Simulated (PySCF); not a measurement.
C₈H₆F₂.
Bonds: C1–C2 (double), C2–C3, C3–C4 (aromatic), C4–C5 (aromatic), C5–C6 (aromatic), C6–C7 (aromatic), C7–F8, C7–C9 (aromatic), C9–F10, C3–C9 (aromatic). Hydrogens: H11, H12 on C1; H13 on C2; H14 on C4; H15 on C5; H16 on C6.

The same species was optimised twice, with GFN2-xTB and with PBE0-D3(BJ)/def2-SVP (PySCF), and the same property calculations (PySCF, gas phase) were run on both structures.

```csv
coordinate,GFN2-xTB,PBE0-D3(BJ)/def2-SVP,change
C7–F8 (Å),1.345,1.327,-0.018
C9–F10 (Å),1.346,1.330,-0.016
C5–C6 (Å),1.385,1.396,+0.011
C1=C2 (Å),1.327,1.338,+0.011
C3–C4 (Å),1.396,1.406,+0.010
C2–C3 (Å),1.458,1.467,+0.009
C7–C9 (Å),1.387,1.395,+0.008
C4–C5 (Å),1.381,1.388,+0.007
C6–C7 (Å),1.383,1.385,+0.002
C3–C9 (Å),1.398,1.399,+0.001
C6–C7–F8 (°),119.5,120.8,+1.3
F8–C7–C9 (°),119.7,118.6,-1.1
C7–C9–F10 (°),119.0,118.2,-0.8
C3–C9–F10 (°),119.9,120.4,+0.5
C2–C3–C9 (°),119.0,118.8,-0.2
C3–C9–C7 (°),121.2,121.4,+0.2
C2–C3–C4 (°),123.8,124.0,+0.2
C4–C5–C6 (°),120.6,120.5,-0.1
C1–C2–C3–C4 (°),0,-1,-1
```

Rotational constants: A = 2295, B = 1116, C = 750.9 MHz (GFN2-xTB) against A = 2287, B = 1113, C = 748.8 MHz (PBE0-D3(BJ)/def2-SVP).

On the GFN2-xTB structure: HOMO (eV) -7.01 [PBE0/pcSseg-1]; LUMO (eV) -1.49 [PBE0/pcSseg-1]; dipole (D) 2.58 [PBE0/pcSseg-1]; GIAO shielding of C1 (ppm) 65.9 [PBE0/pcSseg-1]; GIAO shielding of C2 (ppm) 52.5 [PBE0/pcSseg-1]; GIAO shielding of C3 (ppm) 54.0 [PBE0/pcSseg-1]; GIAO shielding of C4 (ppm) 63.3 [PBE0/pcSseg-1]; GIAO shielding of C5 (ppm) 58.0 [PBE0/pcSseg-1]; GIAO shielding of C6 (ppm) 63.7 [PBE0/pcSseg-1]; GIAO shielding of C7 (ppm) 25.5 [PBE0/pcSseg-1]; GIAO shielding of F8 (ppm) 314.8 [PBE0/pcSseg-1].

**Question.** What do these properties become on the PBE0-D3(BJ)/def2-SVP structure?

**Answer.** 
| property | level | on GFN2-xTB | on PBE0-D3(BJ)/def2-SVP | change |
| --- | --- | --- | --- | --- |
| HOMO (eV) | PBE0/pcSseg-1 | -7.01 | -6.96 | +0.05 |
| LUMO (eV) | PBE0/pcSseg-1 | -1.49 | -1.48 | +0.01 |
| dipole (D) | PBE0/pcSseg-1 | 2.58 | 2.37 | -0.21 |
| energy, GFN2-xTB geometry as zero (kcal/mol) | PBE0/pcSseg-1 | 0.0 | -0.3 | -0.3 |
| GIAO shielding of C1 (ppm) | PBE0/pcSseg-1 | 65.9 | 63.1 | -2.8 |
| GIAO shielding of C2 (ppm) | PBE0/pcSseg-1 | 52.5 | 50.1 | -2.4 |
| GIAO shielding of C3 (ppm) | PBE0/pcSseg-1 | 54.0 | 53.3 | -0.7 |
| GIAO shielding of C4 (ppm) | PBE0/pcSseg-1 | 63.3 | 61.6 | -1.7 |
| GIAO shielding of C5 (ppm) | PBE0/pcSseg-1 | 58.0 | 56.4 | -1.6 |
| GIAO shielding of C6 (ppm) | PBE0/pcSseg-1 | 63.7 | 62.9 | -0.8 |
| GIAO shielding of C7 (ppm) | PBE0/pcSseg-1 | 25.5 | 25.6 | +0.1 |
| GIAO shielding of F8 (ppm) | PBE0/pcSseg-1 | 314.8 | 317.7 | +2.9 |

The heavy atoms differ by 0.017 Å rms after alignment. Among bonds between heavy atoms C7–F8 changes most (-0.018 Å). Changes are differences of the printed values. Neither structure is proved a minimum here.

Shape of the structure used: `[CH2:1]=[CH:2][c:3]1[cH:4][cH:5][cH:6][c:7]([F:8])[c:9]1[F:10]`: C1–C2–C3–C4 -1°.
